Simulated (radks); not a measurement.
Results of a calculation; reference values are marked as such.
Task: Fe4+, 22 electrons, occupied as [Ar] 3d4. Code: a radial shooting solver on a logarithmic mesh with Libxc functionals. Model: Dirac Kohn-Sham, PBE, spin-unpolarised, spherical densities, point nucleus; open shells are shared between the two j in proportion to 2j + 1. Some entries of the table are withheld. Estimate them.

| orbital | occ. | eigenvalue (hartree) | <1/r> (bohr^-1) | r(max) (bohr) |
|---|---|---|---|---|
| 1s1/2 | 2 | (1) | 25.98 | 0.03826 |
| 2s1/2 | 2 | -32.38578 | 5.580 | 0.2225 |
| 2p1/2 | 2 | -28.23353 | 5.525 | 0.1782 |
| 2p3/2 | 4 | -27.77507 | 5.427 | 0.1807 |
| 3s1/2 | 2 | -5.60164 | 1.785 | (2) |
| 3p1/2 | 2 | -4.37392 | 1.670 | 0.7005 |
| 3p3/2 | 4 | -4.31367 | 1.648 | 0.7073 |
| 3d3/2 | 1.6 | -2.33323 | 1.384 | 0.6758 |
| 3d5/2 | 2.4 | -2.32591 | 1.379 | 0.6778 |

Result: 
(1) 1s1/2 eigenvalue (hartree): -259.3840
(2) 3s1/2 r(max) (bohr): 0.6958
